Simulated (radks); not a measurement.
Question: The mean radii <r> (bohr) of the occupied orbitals of an atom or ion are listed with their occupations. Method: scalar-relativistic Kohn-Sham, r2SCAN, spin-polarised, spherical densities, finite nucleus; meta-GGA in the generalised Kohn-Sham scheme; Fermi nuclear charge, rms radius of each element as measured or else 0.836 A^(1/3) + 0.57 fm; computed with a radial shooting solver on a logarithmic mesh with Libxc functionals.

orbital  occ.      <r>
1s up       1  0.02074
1s down     1  0.02074
2s up       1  0.08808
2s down     1  0.08808
2p up       3  0.07808
2p down     3  0.07808
3s up       1   0.2296
3s down     1   0.2295
3p up       3   0.2288
3p down     3   0.2286
3d up       5   0.2081
3d down     5   0.2078
4s up       1   0.5177
4s down     1   0.5179
4p up       3   0.5480
4p down     3   0.5483
4d up       5   0.5916
4d down     5   0.5928
5s up       1    1.230
5s down     1    1.248
5p up       3    1.418
5p down     3    1.436
4f up       7   0.7425
4f down     2   0.7621
5d up       1    2.068
6p up       1    3.754

Name the element and its charge. Open shells, if any, are filled with parallel spins first.

Answer: Z = 67, holmium, charge +2: Ho2+ in [Xe] 4f9 5d1 6p1. The 1s radius gives Z: for a bare nucleus <r> = (2 gamma + 1)/(2Z) with gamma = sqrt(1 - (Z/c)^2), 0.02048 bohr for Z = 67, and screening makes it slightly larger (0.02074 here). The occupations add up to 65, and the charge is Z minus that.
